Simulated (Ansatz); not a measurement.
Input for Ansatz (an electronic-structure program): R-CCSD(T)/cc-pVDZ on GaH6N3 (SMILES [NH2][Ga]([NH2])[NH2]), a point of a torsion scan. The run froze 17 orbitals, filled d shells among them.

Ansatz 0.2 input:
```yaml
crystal:
  periodic: [false, false, false]
  atoms:
    - {symbol: N, position_ang: [-0.68248074, 1.57420575, 0.10358296]}
    - {symbol: Ga, position_ang: [-0.12882416, 0.17186370, -0.92842213]}
    - {symbol: N, position_ang: [-1.04283057, -1.41542676, -0.93508699]}
    - {symbol: N, position_ang: [1.47686052, 0.31115870, -1.79514704]}
    - {symbol: H, position_ang: [-1.50333255, 1.49679254, 0.69110318]}
    - {symbol: H, position_ang: [-0.00672901, 2.18245982, 0.54821045]}
    - {symbol: H, position_ang: [-0.93711182, -2.05537403, -1.71361030]}
    - {symbol: H, position_ang: [-2.00681185, -1.43981044, -0.62376671]}
    - {symbol: H, position_ang: [1.83229225, 1.23369554, -2.01745791]}
    - {symbol: H, position_ang: [1.69749663, -0.31612849, -2.55966482]}
basis:
  gaussian:
    orbitals: cc-pVDZ
magnetization: {spin_polarized: false}
correlation: {method: ccsd_t, electrons: outside_noble_gas}
scf: {lower_state_search: off}
```

Program output:

```
WARN ansatz: RAYON_NUM_THREADS=2 ignored (pool sized by the plan → 2); use --threads N
Functional definition: HF
these checks for a lower state are left out or cut short: stability, starts, cluster_reference, orbital_swaps, neighbouring_geometries, increment
integrals: 0.13 GiB planned
990 factors; integrals over basis functions are off by at most 1.3e-3 eV
mean field: 0.25 GiB planned
mean field evaluation 1: about -56870.0660 eV, gradient 4.9e1 eV
mean field evaluation 2: about -56870.0784 eV, gradient 4.9e1 eV
mean field evaluation 4: about -56875.0253 eV, gradient 2.7e0 eV
mean field evaluation 8: about -56875.0547 eV, gradient 9.5e-5 eV
mean field -56875.05468154 eV, -2090.1197082499 hartree, gradient 1.2e-6 eV, S^2 0.000000; 0 other end points of the search recorded, 0 dependent functions left out
17 core orbitals not correlated
reference -56875.05468154 eV, -2090.1197082499 hartree; 12, 12 occupied and 70, 70 virtual orbitals, 990 factors
second order -15.98775264 eV of doubles, -0.00000000 eV of singles
coupled cluster: 0.31 GiB planned
cycle   1  -16.47112433 eV  change   -4.8e-1 eV  update   8.5e-2
cycle   2  -16.83614425 eV  change   -3.7e-1 eV  update   2.6e-2
cycle   3  -16.93827078 eV  change   -1.0e-1 eV  update   1.4e-2
cycle   4  -16.93376821 eV  change    4.5e-3 eV  update   3.4e-3
cycle   5  -16.93239532 eV  change    1.4e-3 eV  update   1.4e-3
cycle   6  -16.93232694 eV  change    6.8e-5 eV  update   4.2e-4
cycle   7  -16.93211453 eV  change    2.1e-4 eV  update   1.5e-4
cycle   8  -16.93208224 eV  change    3.2e-5 eV  update   5.4e-5
cycle   9  -16.93208132 eV  change    9.1e-7 eV  update   2.3e-5
perturbative correction -0.42711046 eV, -0.0156960200 hartree
Total energy: -56892.41387333 eV, -2090.7576467816 hartree
Checks for a lower state left out: stability, starts, cluster_reference, orbital_swaps, neighbouring_geometries, increment
```

Self-consistency was reached.

Cost: around 6 core-seconds (rough).
